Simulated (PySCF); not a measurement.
**N⁺ (nitrogen, charge +1) across methods**

[He] 2s2 2p1 3d1, one real determinant (an excited configuration). Computed with PySCF 2.14 in aug-cc-pwCVDZ, with no relativity, point nucleus.

| method | E (hartree) | mean ε 2s β (eV) | mean ε 2p α (eV) | mean ε 3d α (eV) | Σ⟨r²⟩ (bohr²) | ⟨S²⟩ |
| --- | --- | --- | --- | --- | --- | --- |
| r2SCANh | -53.0312 | -38.108 | -30.103 | -0.114 | 12.47 | 2.002 |
| r2SCAN | -53.0326 | -37.408 | -29.254 | 0.106 | 12.47 | 2.002 |
| PBE0 | -53.0115 | -38.915 | -30.704 | -0.545 | 12.47 | 2.001 |
| M06-2X | -53.0559 | -40.934 | -32.454 | -0.983 | 12.44 | 2.001 |
| PBE | -53.0125 | -37.015 | -28.357 | 0.010 | 12.47 | 2.001 |
| LDA | -52.5905 | -36.858 | -28.180 | 0.382 | 12.49 | 2.000 |
| M06-L | -53.0635 | -37.443 | -29.108 | 0.057 | 12.45 | 2.002 |
| UHF | -52.87028 | -43.200 | -37.234 | -1.687 | 12.51 | 2.003 |

Q: Estimate the same row for CAM-B3LYP.

A: E (hartree) = -53.0416; mean ε 2s β (eV) = -40.510; mean ε 2p α (eV) = -32.321; mean ε 3d α (eV) = -1.495; Σ⟨r²⟩ (bohr²) = 12.45; ⟨S²⟩ = 2.001.

⟨L²⟩ = 8.01 against 12 for a pure F term, so this real determinant mixes terms. The outer electron is Rydberg-like, and this basis confines it to a smaller radius and binds it less than a complete one would.

The highest occupied level is positive at r2SCAN, PBE, LDA, M06-L: only the finite basis holds that electron, which in a density functional comes from self-interaction.
